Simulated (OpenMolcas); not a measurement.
Lines of Se: computed and rescaled rates

| Property | Result |
| --- | --- |
| Program | OpenMolcas 26.06 |
| Method | SS-CASPT2, IPEA 0.25 Eh, imaginary shift 0.1 Eh (closed shells correlated: 3d 4s) |
| Basis | ANO-R3 [7s6p5d4f2g] |
| Scalar Hamiltonian | X2C, finite nucleus |
| Active space | 4 electrons in 3 orbitals (4p) |
| State averaging | 2S+1 = 3 even, 3 roots; 2S+1 = 1 even, 6 roots |
| Spin-orbit coupling | RASSI with atomic mean-field integrals over the reference wave functions, term energies averaged over their components |

Rates come from the transition moments of the reference wave functions (E1 and E2 in the length form). At fixed line strength A goes as λ^-3 for E1 and M1 and as λ^-5 for E2, so a rate at the computed wavelength can be rescaled to the measured one. Measured vacuum wavelengths follow from level energies in NIST Handbook of Basic Atomic Spectroscopic Data. Branching counts decays inside the model space alone, at computed energies, and the table is only a selection of the E2 and M1 lines, drawn from those between levels with measured partners whose computed energy lies within a factor of 1.5 of the measured one.

```json
{"Upper": "4s² 4p⁴ ³P₀", "Lower": "4s² 4p⁴ ³P₁", "Type": "M1", "λ computed (nm)": "17690", "λ measured (nm)": "18350", "A computed (s-1)": "9.66e-03", "A rescaled (s-1)": "8.65e-03", "Branching %": "98.6"}
{"Upper": "4s² 4p⁴ ³P₁", "Lower": "4s² 4p⁴ ³P₂", "Type": "M1", "λ computed (nm)": "5430", "λ measured (nm)": "5026", "A computed (s-1)": "1.39e-01", "A rescaled (s-1)": "1.75e-01", "Branching %": "100.0"}
{"Upper": "4s² 4p⁴ ³P₀", "Lower": "4s² 4p⁴ ³P₂", "Type": "E2", "λ computed (nm)": "4154", "λ measured (nm)": "3946", "A computed (s-1)": "1.42e-04", "A rescaled (s-1)": "1.84e-04", "Branching %": "1.4"}
{"Upper": "4s² 4p⁴ ¹D₂", "Lower": "4s² 4p⁴ ³P₁", "Type": "M1", "λ computed (nm)": "1281", "λ measured (nm)": "1318", "A computed (s-1)": "1.00e-01", "A rescaled (s-1)": "", "Branching %": "15.0"}
{"Upper": "4s² 4p⁴ ¹D₂", "Lower": "4s² 4p⁴ ³P₂", "Type": "M1", "λ computed (nm)": "1037", "λ measured (nm)": "1044", "A computed (s-1)": "5.59e-01", "A rescaled (s-1)": "", "Branching %": "83.8"}
{"Upper": "4s² 4p⁴ ¹D₂", "Lower": "4s² 4p⁴ ³P₂", "Type": "E2", "λ computed (nm)": "1037", "λ measured (nm)": "1044", "A computed (s-1)": "7.06e-03", "A rescaled (s-1)": "", "Branching %": "1.1"}
{"Upper": "4s² 4p⁴ ¹S₀", "Lower": "4s² 4p⁴ ¹D₂", "Type": "E2", "λ computed (nm)": "748.4", "λ measured (nm)": "777", "A computed (s-1)": "2.98e+00", "A rescaled (s-1)": "2.47e+00", "Branching %": "29.3"}
{"Upper": "4s² 4p⁴ ¹S₀", "Lower": "4s² 4p⁴ ³P₁", "Type": "M1", "λ computed (nm)": "472.4", "λ measured (nm)": "488.8", "A computed (s-1)": "7.00e+00", "A rescaled (s-1)": "", "Branching %": "68.7"}
{"Upper": "4s² 4p⁴ ¹S₀", "Lower": "4s² 4p⁴ ³P₂", "Type": "E2", "λ computed (nm)": "434.6", "λ measured (nm)": "445.5", "A computed (s-1)": "2.07e-01", "A rescaled (s-1)": "", "Branching %": "2.0"}
```

Spin-changing lines and M1 lines between different terms are not rescaled, since their strength hangs on the term gaps too.

The largest correction is for 4s² 4p⁴ ³P₀ → 4s² 4p⁴ ³P₂ (E2): 1.42e-04 × (4154 / 3946)^5 = 1.84e-04 s-1, a factor of 1.29.

The computed rate and branching of 4s² 4p⁴ ³P₁ → 4s² 4p⁴ ³P₂ give the upper level a radiative lifetime of 1.000 / 1.39e-01 s-1 = 7.19e+00 s, counting decays inside the model space alone. The rescaled rate gives about 5.7e+00 s.

No measured rate stands beside these. Rescaling mends the energy factor alone: line strengths can still be far off where a level mixes with configurations outside the active space, and weak or spin-changing lines hang on small mixing coefficients that depend on the term gaps too, so rescaling need not improve them.

CASPT2 does not keep the components of a term degenerate, so their means are used; among the terms shown or strongly mixed into the levels shown the widest spread is 150 cm-1 (4s² 4p⁴ ¹D). With the s shell closed, the reference lacks s² → p² mixing. Computed and measured levels are paired by configuration, term and J; levels that our copy of the source lacks, or whose pairing is in doubt (as where it misses far off the trend of its configuration), stay unpaired. Only configurations of the active space appear.
